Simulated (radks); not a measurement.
Problem. Calculated with a radial shooting solver on a logarithmic mesh with Libxc functionals: scalar-relativistic Kohn-Sham, LB94 model potential, spin-unpolarised, spherical densities, finite nucleus; Fermi nuclear charge, rms radius of each element as measured or else 0.836 A^(1/3) + 0.57 fm. Response by self-consistent Sternheimer equations with the Hartree and adiabatic LDA kernel, the relativistic mass of each level held fixed and spin-orbit coupling left out. For heavy and open-shell atoms this level of theory can miss by tens of per cent. Rank Se+, Sr2+, Nb, Tl, W2+, Pt3+, Br (NIST ground configurations) by static dipole polarisability, largest first.

Solution. Nb 70.05, Tl 46.24, Br 20.38, Se+ 13.74, W2+ 11.85, Pt3+ 6.231, Sr2+ 5.947 bohr^3.
